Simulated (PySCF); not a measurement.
SiH2Me(OiPr), C4H12OSi.
Geometry (PBE0-D3(BJ)/def2-SVP, Å), atoms numbered from 1 in this order:
```xyz
18
C4H12OSi angstrom
Si     0.328    1.598    0.411
H      0.464    1.636    1.903
H      1.702    1.745   -0.174
C     -0.810    2.959   -0.160
H     -1.816    2.822    0.266
H     -0.897    2.960   -1.257
H     -0.431    3.942    0.161
O     -0.326    0.154   -0.104
C      0.362   -1.073   -0.237
C     -0.417   -1.935   -1.210
C      0.539   -1.738    1.118
H      1.367   -0.879   -0.667
H     -1.423   -2.139   -0.811
H      0.092   -2.894   -1.386
H     -0.531   -1.416   -2.173
H      1.125   -1.103    1.800
H     -0.444   -1.918    1.580
H      1.061   -2.702    1.020
```

A calculation gives these core lines: C 1s: 290.20 (area 1), 290.47 (area 2), 292.09 (area 1) eV; O 1s: 537.50 eV; Si 1s: 1846.80 eV; Si 2p3/2: 106.90 eV.

Method: PySCF, delta-SCF UKS SCAN, pcX-2 on the ionised atom, pcseg-1 elsewhere, spin-free X2C. One conformer (not necessarily the lowest) at the PBE0-D3(BJ)/def2-SVP geometry, without solvent, vibrations or thermal averaging.

**Question.** Order the carbon atoms by C 1s binding energy.

**Answer.** 290.20 eV: C4 (carbon bonded to Si and 3 H); 290.47 eV: C10/C11 (carbon bonded to C and 3 H); 292.09 eV: C9 (carbon bonded to 2 C, O and H). Lowest listed C 1s: C4, bonded to 3 H and Si. Highest, 1.89 eV above it: C9, bonded to O, 2 C and H. The widest gap between neighbouring values is 1.62 eV, between 290.47 and 292.09 eV.

Bonded neighbours of each site: Si1: O, C and 2 H; C4: 3 H and Si; O8: C and Si; C9: O, 2 C and H; C10/C11: C and 3 H.

**Question.** Give the binding energy of C 1s of C10/C11 in hartree and in kJ/mol.

**Answer.** 290.47 eV = 10.6746 Eh = 28026 kJ/mol.

Topologically equivalent atoms share the value of their first member; where this conformer doesn't relate them by symmetry, their own values could differ. The 2p values aren't plain energy differences: one relaxed spin-free 2p hole is combined with a matrix within the shell (ground-state 2p orbital-energy differences and spin–orbit coupling). 2p3/2, the mean of its two sublevels, lies a third of the splitting below the shell's mean and 2p1/2 two thirds above it; the statistical areas are 2:1. 2p1/2 minus 2p3/2 (ligand field included): Si 0.63 eV.

On one thread of an Arm Neoverse V1, shared host with 32 logical CPUs at a one-minute load of 24, this took 65 s wall and 0.71 GiB of memory at its peak.
